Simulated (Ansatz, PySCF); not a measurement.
Gas-phase reaction in SMILES: FC(F)(F)[Si](F)(F)F [trifluoro(trifluoromethyl)silane] + 3 C (CH4) + 3 [SiH4] (SiH4) -> 3 CF (CH3F) [fluoromethane] + C[SiH3] + 3 F[SiH3] [fluorosilane]
Geometries: B3LYP-D3(BJ)/def2-TZVP minima from Ansatz (a quantum-chemistry and plane-wave program), one conformer each, not searched for the lowest. Frequencies are from Ansatz or PySCF.

Property: bond separation energy (enthalpy at 298 K, with B3LYP-D3(BJ) rigid-rotor harmonic-oscillator terms), in eV. Cores are frozen in the correlated levels unless marked. No spin-orbit coupling. Non-relativistic. Basis-set limits of correlation are two-point, X^-3; Hartree-Fock from the larger set. [CCSD(T)-MP2]/basis is that difference in the basis named.

```csv
level,program,bond separation energy (eV),minus last row
HF/aug-cc-pV(T+d)Z,Ansatz,1.40,-0.26
HF/cc-pV(T+d)Z,Ansatz,1.52,-0.14
PBE-D3(BJ)/def2-TZVPD,Ansatz + dftd3,1.73,0.07
BLYP-D4/def2-TZVPD,Ansatz + dftd4,1.63,-0.03
revPBE-D4/def2-TZVPD,Ansatz + dftd4,1.78,0.12
revPBE/def2-TZVPD,Ansatz,1.60,-0.06
PBE0-D4/def2-TZVP,Ansatz + dftd4,1.84,0.18
PBE0/def2-TZVP,Ansatz,1.79,0.13
BHLYP-D4/def2-TZVPD,Ansatz + dftd4,1.56,-0.10
LC-wPBE/def2-TZVPD,Ansatz,1.64,-0.02
CCSD/6-31G,Ansatz,1.47,-0.19
CCSD(T)/6-31G,Ansatz,1.56,-0.10
CCSD(T)/cc-pV(D+d)Z,Ansatz,2.02,0.36
CCSD(T)/aug-cc-pV(T+d)Z,Ansatz,1.70,0.04
"RI-MP2/CBS(cc-pV(T+d)Z,cc-pV(Q+d)Z)+[CCSD(T)-MP2]/cc-pV(T+d)Z",Ansatz,1.66,0.00
```
